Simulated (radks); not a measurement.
Kinetic energies: the exact non-interacting value of the Kohn-Sham orbitals and orbital-free approximations, in hartree. Species: P [Ne] 3s2 3p3; Be3+ 1s1. All-electron calculation, non-relativistic Kohn-Sham, exchange-only LDA, spin-polarised, spherical densities, point nucleus. Program: a radial shooting solver on a logarithmic mesh with Libxc functionals. Every spin shell is full or empty, so the densities are truly spherical. Functionals are evaluated on that one density, not self-consistently.

functional            P     Be3+
exact           338.889  7.82365
Thomas-Fermi     313.84   7.1653
von Weizsacker   209.47   7.8236
TF + vW          523.31   14.989
TF + vW/9        337.11   8.0346
TF + vW/5        355.73   8.7300
LC94             339.44   7.9955
APBEK            339.88   7.9836
revAPBEK         341.14   8.0534
Perdew 92        337.16   8.0363
Thakkar          338.79   8.0112
Pearson          333.42   7.6379
PG1              424.83   12.141
DePristo-Kress   339.05   8.0473
Ernzerhof        339.29   8.3403
